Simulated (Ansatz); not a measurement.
Harmonic frequencies (cm⁻¹) at PBE0-D4/def2-TZVP from Ansatz: 118, 167, 304, 376, 440, 590, 660, 811, 879, 916, 920, 991, 1020, 1099, 1144, 1234, 1320, 1354, 1460, 1558, 2078, 2586, 2677, 3122, 3184, 3195, 3611.

Each molecule was computed in one conformer, which needn't be the lowest.

(1) Which molecule is it?
A. `BNC=C=C`
B. `NBC1C=C1`
C. `CB1N=C1C`
D. `BC1C=CN1`

Results:

(1) A.
